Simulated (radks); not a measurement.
Valence configurations of Cl (all share [Ne]). Calculated with a radial shooting solver on a logarithmic mesh with Libxc functionals: non-relativistic Kohn-Sham, LDA (Slater exchange, Perdew-Wang correlation), spin-polarised, spherical densities, point nucleus; open shells are filled with parallel spins first. Energies are relative to 3s2 3p5; eigenvalues in eV for spin up.

valence      E (eV)  moment (Bohr magnetons)   e(3p)    e(3s)
3s2 3p5       0.000                        1  -9.078  -20.933
3s1.5 3p5.5   5.886                        1  -9.384  -21.321
3s1 3p6      11.786                        1  -9.687  -21.704

NIST lists [Ne] 3s2 3p5 as the ground configuration; this level of theory agrees among the configurations tried. The energies are those of spherical high-spin densities, not of single terms.
